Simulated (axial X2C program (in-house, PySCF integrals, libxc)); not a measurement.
## What spin–orbit coupling does to VN

Calculated with an in-house all-electron X2C program for linear molecules (integrals from PySCF). Spin-free means the one-electron spin-free X2C Hamiltonian; two-component (2c) means X2C with spin–orbit coupling and atomic mean-field two-electron Coulomb and Gaunt terms, so the difference of the two also holds small scalar two-electron terms. Basis: V dyall-cv3z [10s10p6d4f2g], N dyall-av3z [7s7p3d2f] (cores contracted in-house); Gaussian nuclei, density fitting, unrestricted open shells. Masses: V 50.944 u, N 14.003 u.

Spin-free state: M_S = 1, Λ = 2 (beyond evenly filled blocks: σα, δ+α); fragments V + N.

```
level  Re (Å)  ωe (cm⁻¹)  μ (D)
 BP86   1.551     1099.5  -3.22
```

Dipoles are positive if N is the positive end.

Two-component determinant lowest at the distance of the search:

Ω = 1 (⟨Sz⟩ = -1.00, ⟨Lz⟩ = 2.00 at BP86); fragments V + N.

```json
{"level": "BP86", "Re (Å)": "1.551", "ωe (cm⁻¹)": "1099.4", "μ (D)": "-3.22"}
```

Problem. From the two tables, how do the constants change at the BP86 level (2c against spin-free)?

Solution. At the BP86 level Re is unchanged within 0.001 Å and ωe doesn't move by more than 0.2 cm⁻¹.

Occupations by symmetry block were frozen at the best pattern of an incomplete PBE0 search. De is not given where an atomic determinant may have missed its ground term or J level, or where the truncated virtual space spoils (T). Density functionals use the spin component along the axis (collinear). Other states lie close and PBE0, whose exact exchange favours high spin, may order them wrongly; the determinant shown need not be the ground state. The nearest other spin-free determinant of the search, M_S = 0, Λ = 2, lies 0.37 eV up at the distance of the search. Without a current term, density functionals place determinants with orbital angular momentum somewhat too high. With several unpaired electrons one determinant need not be a pure state. At some level and bond length an empty orbital lies below a filled one. The determinant is spin-polarised beyond a pure state at some levels (its spin-free form has ⟨S²⟩ too high), which makes Re and μ there less reliable.
